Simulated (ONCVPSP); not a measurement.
# Before and after: ONCV potential for Pb

| Quantity | Value |
| --- | --- |
| Element | lead |
| Generator | ONCVPSP 4.0.1 |
| Type | optimised norm-conserving Vanderbilt (ONCV) |
| Functional | BLYP |
| Relativity | fully relativistic |
| Frozen core | [Xe] 4f14 |
| Valence charge | 14 |
| Reference configuration | 5d10 6s2 6p1.5 (charge +0.5) |
| Partial waves | 6s: rc 1.70 bohr, ncon 3, nbas 7, qcut 3.3 1/bohr, 2 projectors, debl 0.4 Ha; 6p: rc 1.95 bohr, ncon 5, nbas 9, qcut 4.3 1/bohr, 3 projectors, debl 1.4 Ha; 5d: rc 1.50 bohr, ncon 4, nbas 8, qcut 11.3 1/bohr, 1 projector |
| Local potential | polynomial inside 1.00 bohr (lpopt 5, dvloc0 -1 Ha) |
| Core correction | Teter function, fcfact 3.5, rcfact 1.55 |

Open shells are filled in proportion to 2j + 1.

In the s channel the program set the typed energies aside and used -0.564, 0.250 Ha.

All-electron outer shells of the reference configuration (BLYP, scalar-relativistic, ld1.x):

```tsv
shell	level (eV)	outermost node (bohr)	outermost maximum (bohr)
4f	-136.32	–	0.35
5p	-89.27	0.49	0.88
5d	-24.59	0.52	1.07
6s	-15.40	1.01	1.95
6p	-6.49	1.18	2.60
```

Change: p: rc 2.48.

Cutoffs: the cutoffs (Ha) at which the residual kinetic energy of the hardest occupied pseudo-wave falls to 1 and 0.1 mHa per electron; they do not see the model core or the augmentation charge, which bear on the density cutoff. Errors are all-electron minus pseudo energies relative to the spin-unpolarised reference configuration.

Q: What does the change do?

A: The potential gets softer (59 Ha and 70 Ha → 26 Ha and 31 Ha); both files keep a bound ghost (p, s); of the 4 tests that both files solve, the error grows in 2 and shrinks in 0 by more than 15 % and 0.3 meV (median size 3.3 → 4.4 meV). A larger radius leaves more room for a smooth pseudo-wave, so fewer plane waves are needed.

```csv
quantity,base,changed
"cutoff, loose",59 Ha,26 Ha
"cutoff, tight",70 Ha,31 Ha
loose cutoff by channel,"s 8.4 Ha, p 59 Ha, d 26 Ha","s 8.4 Ha, p 6.7 Ha, d 26 Ha"
bound ghosts,"s, p3/2, p1/2","s, p3/2, p1/2"
GHOST(+) flags under 300 eV,none,none
"error for 5d10 6s2 6p2, meV [ΔE -2.52 eV]",-0.2,-0.3
"error for 5d10 6s2 6p1, meV [ΔE 4.14 eV]",-0.4,-0.6
"error for 5d10 6s2 6p0, meV [ΔE 17.79 eV]",-6.3,-8.3
"error for 5d9 6s2 6p3, meV [ΔE 16.46 eV]",-129,-163
s: phases at 1.72 bohr within 0.05 rad from the reference energy up to (Ha; the scan ends near 5),1.5,1.5
d5/2: phases at 1.53 bohr within 0.05 rad from the reference energy up to (Ha; the scan ends near 5),2.7,2.7
d3/2: phases at 1.53 bohr within 0.05 rad from the reference energy up to (Ha; the scan ends near 5),2.6,2.6
"rms error of d²Exc/dni dnj with the model core, mHa",2.83,2.87
```

 A true bound ghost makes a file unfit for plane-wave use even where its test errors are small: the radial tests pick states by their node count and pass the ghost by.
